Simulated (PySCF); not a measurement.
**Bond curve of CaBe**

Set-up: basis Ca pcseg-1, Be pcseg-1; no relativity; PySCF 2.14. Energies in eV from Ca + Be in their ground configurations at the same level. All curves are PBE0. state 1: ¹Σ⁺ (singlet), closed shell; state 2: triplet, unpaired electrons σ ↑, π ↑, a second solution, started from another occupation; state 3: Ms = 0 determinant of mixed spin (⟨S²⟩ near 1.0), unpaired electrons σ ↑, π ↓, a second solution, started from another occupation.

```csv
R (Å),state 1,state 2,state 3
2.969,-0.0967,0.5092,0.6293
3.107,-0.1610,0.6217,0.7459
3.245,-0.1933,0.7531,0.8819
3.348,-0.2033,0.8575,0.9904
3.452,-0.2046,0.9628,1.1010
3.556,-0.2000,1.0661,1.2109
3.694,-0.1878,1.1963,1.3529
3.866,-0.1671,1.3415,1.5181
4.073,-0.1395,1.4861,1.6927
4.349,-0.1046,1.6299,1.8803
```

Task: Put a parabola through the three lowest points of the state 1 curve and estimate Re, k and ωe (reduced mass 7.354 u; 1 eV/Å² = 0.16022 mdyn/Å; ωe = 1302.8·√(k/μ) cm⁻¹).

Result: Through R = 3.348, 3.452, 3.556 Å the second-order coefficient is 0.273 eV/Å², so Re ≈ 3.423 Å, k ≈ 0.0874 mdyn/Å and ωe ≈ 142 cm⁻¹. A polynomial fit of higher order to the unrounded PBE0 energies gives Re = 3.419 Å, k = 0.0997 mdyn/Å, ωe = 152 cm⁻¹; anharmonicity and rounding make the difference.

The higher-order fit for each curve: state 1: Re = 3.419 Å, ωe = 152 cm⁻¹, De = 0.205 eV. State 2 gave no clean fit. State 3 gave no clean fit.

Closed-shell solutions of metal pairs were not tested for spin polarisation, which can lower them a little. The bond is weak. Basis-set superposition, not corrected here, can be much of De in a small basis, most of all at correlated wavefunction levels. Functionals without a dispersion term scatter widely for such bonds, and LDA overbinds them.
